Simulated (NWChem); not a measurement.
# SbHTeCl₂; SMILES [TeH][Sb]([Cl])[Cl]

```xyz
5

Sb     0.0057     0.8643     0.6119
Cl    -1.9113     1.2883    -0.7271
Cl     1.6451     1.7685    -0.8614
Te     0.0585    -1.8067    -0.1018
H      1.1918    -2.0968     1.0868
```
Atoms are numbered in this order, from 1.

Program: NWChem. The geometry was optimised at PBE0/def2-SVP. def2 effective core potentials on Sb, Te; no spin-orbit coupling. Level r2SCAN/def2-SVP: energy and gradient on several grids; changes count from the extra-fine grid, which is no exact limit either.

| grid | size of the energy change (μHa) | largest change of a gradient component (μHa/bohr) | time, medium = 1 (rough) |
|---|---|---|---|
| xcoarse | 6000 | 8000 | about 1 |
| coarse | 60 | 2000 | about 1 |
| medium | < 10 | 400 | about 1 |
| fine | < 10 | < 30 | about 1 |
| xfine | < 10 | < 30 | 2 |
